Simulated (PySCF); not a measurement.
Si(GeH3)2(H)(NMe2), SMILES N([SiH]([GeH3])[GeH3])(C)C at its GFN2-xTB optimised geometry (Å):

```
19

Si    -1.0531    -0.1151     1.6423
Ge    -1.2800    -2.3689     1.0720
Ge     0.0426     1.1331     0.0000
N     -0.1147    -0.0307     3.0777
C      0.4769     1.2095     3.5091
C     -0.3442    -0.9400     4.1707
H     -2.4220     0.4433     1.7763
H     -2.4339    -3.0718     1.7325
H     -1.5441    -2.6004    -0.3864
H     -0.1268    -3.2867     1.3591
H     -0.2874     2.6004     0.0000
H      1.5441     1.1331     0.0000
H     -0.2974     0.7187    -1.4010
H     -0.1793     1.7545     4.1979
H      1.4220     1.0124     4.0222
H      0.6747     1.8439     2.6455
H     -0.7467    -1.8788     3.7911
H     -1.0518    -0.5280     4.8998
H      0.5969    -1.1462     4.6874
```

Method: CAM-B3LYP/def2-SVP run with PySCF 2.14.0. Cells within 0.4 Å of a nucleus heavier than hydrogen are left out (blank, or x).

Map of the electrostatic potential (hartree/e), clipped to [-0.08, 0.12] on the plane z = 0.0 Å:

```
|0000000000000000000000000000000|
|0000000000000000000000000000000|
|0000000000000000000000000000000|
|0000000000000000000000000000000|
|0000000000000111000000000000000|
|0000000000001465200000000000000|
|0000000000004999610000000000000|
|0000000000016999931100000000000|
|0000000000127999995210000000000|
|0000000011249999999532000000000|
|0000000012489999999997200000000|
|000000011259999xx99999410000000|
|00000001236999xxx99999510000000|
|0000001123699999999999200000000|
|0000001124699999999742100000000|
|0000011234689999997310000000000|
|0000011234677899974210000000000|
|0000011234566655542100000000000|
|0000011234566544322100000000000|
|0000011235677654321100000000000|
|0000011247999964321100000000000|
|0000001259999985211000000000000|
|0000001269999984210000000000000|
|0000000269999973110000000000000|
|0000000149999842100000000000000|
|0000000024786421000000000000000|
|0000000001333210000000000000000|
|0000000000111000000000000000000|
|0000000000000000000000000000000|
|0000000000000000000000000000000|
|0000000000000000000000000000000|
```
Scale: ten equal steps from -0.007 (start of '0') to 0.120 (end of '9'), in the order '0123456789'; x runs from -5.00 to 5.00, y from -5.00 (bottom) to 5.00 (top).
